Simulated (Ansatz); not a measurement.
Mulliken charges of `C[S][Sn][OH]` from PBE/def2-TZVPP in Ansatz (PBE0-D4/def2-TZVP geometry).

```tsv
atom	x (Å)	y (Å)	z (Å)	charge (e)
C1	-0.403	0.808	0.611	-0.277
S2	-1.529	0.161	-0.655	-0.339
Sn3	-0.281	-1.599	-1.796	0.588
O4	1.412	-1.480	-0.776	-0.510
H5	-0.123	0.035	1.328	0.117
H6	-0.935	1.594	1.147	0.126
H7	0.490	1.245	0.163	0.117
H8	1.460	-0.822	-0.078	0.178
```

By hand: the dipole of these point charges (1 e Å = 4.8032 D).

Σ q r = (-0.070, -0.260, -0.302) e Å, of length 0.405 e Å = 1.95 D.

How does the dipole of the full density compare? (An estimate is asked.)

Computed: (0.026, 0.098, 0.114) e Å, 0.73 D; the point charges give 2.67 times that, at 180° from its direction, so they point the opposite way.

Point charges leave out the atoms' own dipoles, such as those of lone pairs, and Mulliken's split depends on the basis, so the two needn't agree.
